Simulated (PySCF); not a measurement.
## In: electron affinity

In⁻ [Kr] 4d10 5s2 5p2 (3P) → In [Kr] 4d10 5s2 5p1 (2P), as a difference of total energies. Computed with PySCF 2.14 in aug-cc-pVDZ-PP with ECP28MDF (5s4p3d, 32 functions), with a scalar-relativistic core potential. Correlated levels: valence: 4s2 4p6 4d10 frozen. The calculations carry no spin-orbit coupling.

**Question.** Order these methods by the electron affinity they give, lowest first.
A. TPSSh
B. PBE0
C. UHF
D. r2SCAN

**Answer.** C (0.082 eV), A (0.448 eV), B (0.492 eV), D (0.560 eV).

The reference lies between the lowest fine-structure levels, while these numbers refer to the centres of the terms.

Errors of the correlated levels include the incompleteness of this basis and the frozen core.

In the anion the highest occupied orbital energy is positive at LDA, PBE, PBE0, r2SCAN, HSE06, TPSSh, PBEsol, a self-interaction effect; the basis confines that electron, and the energy difference can still be sensible.

For comparison: 0.384 eV (measured; photodetachment measurements, as compiled on the Wikipedia data page of electron affinities).
